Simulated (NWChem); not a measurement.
Molecule: GaH2Cl; SMILES [Cl][GaH2]

Program: NWChem. Geometry: optimised at B3LYP/6-31G* (spherical d). Level r2SCAN/def2-SVP: energy and gradient on several grids; changes count from the extra-fine grid, which is no exact limit either.

```csv
grid,size of the energy change (μHa),largest change of a gradient component (μHa/bohr)
xcoarse,900,10000
coarse,100,800
medium,20,200
fine,< 10,< 30
xfine,< 10,< 30
```
